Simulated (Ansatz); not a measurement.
Problem. Name a neutral molecule of B, C, Sb and H with HOMO–LUMO gap (B3LYP/def2-TZVPP) between 3.75 and 4.05 eV and size of the dipole moment (ωB97M-V/def2-TZVPP) between 0.90 and 1.20 D (Ansatz, PBE0-D4/def2-TZVP geometry).

Solution. `[BH2][Sb]([CH3])[CH3]` (3.93 eV, 0.93 D). Other molecules can fit too; these were computed, each in one conformer that needn't be the lowest.

B3LYP here is the variant with VWN-RPA as its local correlation; programs differ in this.
